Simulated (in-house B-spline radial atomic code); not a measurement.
RPA and G0W0 on BHandHLYP: the lead ion Pb⁴⁺

Configuration [Xe] 4f14 5d10, mean-field start BHandHLYP. Computed with an all-electron radial atomic-structure program (B-spline basis): all electrons, scalar-relativistic (spin-free one-electron X2C), finite nucleus, each spin shell either full or empty, empty states to l = 9 with an (l + 1/2)⁻⁴ tail; G0W0 by contour deformation at full frequency.

Without the two-electron picture change, the correlation of inner shells comes somewhat too large for so heavy an element.

Command:
```bash
python run_gw.py task.json out
```
Settings (radii: box in bohr, nucleus in fm):
```
Z                        82
electrons                78
configuration            [Xe] 4f14 5d10
hamiltonian              x2c
method                   bhandhlyp
lmax                     9
rms_radius               5.5012
spin_polarised           False
box_radius               11.96
intervals                67
```

Time taken, with all properties: 8.6 s on 1 thread of Arm Neoverse N1, on a shared host.

Energies (hartree):

| term | value |
| --- | --- |
| mean-field total | -20882.48814 |
| Hartree-Fock functional on these orbitals | -20876.81913 |
| direct second order | -7.6958 |
| second-order exchange | 1.9146 |
| SOSEX correction | 1.8193 |

Question: What is the RPA correlation energy, and what remains with SOSEX?

Answer: RPA gives -6.8665 hartree (-2.4 eV per electron); RPA + SOSEX gives -5.0473, and the second-order doubles -5.7812 hartree (no singles). RPA lacks exchange-type terms and so overcorrelates at short range.

Quasi-particle levels (eV):

| level | occupied | mean field | Σx - vxc | Σc | QP weight | G0W0 |
| --- | --- | --- | --- | --- | --- | --- |
| 5d | yes | -66.08 | -3.78 | ? | ? | ? |
| 6s | no | -44.75 | 4.35 | -2.21 | 0.976 | -42.62 |

G0W0 = mean field + (Σx - vxc) + Σc, with Σc (partial-wave tail included) taken at the quasi-particle energy. Only the outer levels were computed. Levels of low weight are left out.

Question: Where does G0W0 put 5d?

Answer: At -70.25 eV, with Σc = -0.39 eV and a quasi-particle weight of 0.960. The tabulated removal energy is 68.8 ± 0.5 eV (NIST, semi-empirical); the calculation leaves out spin-orbit coupling, Breit and QED terms, and what these don't explain is the method's own error.
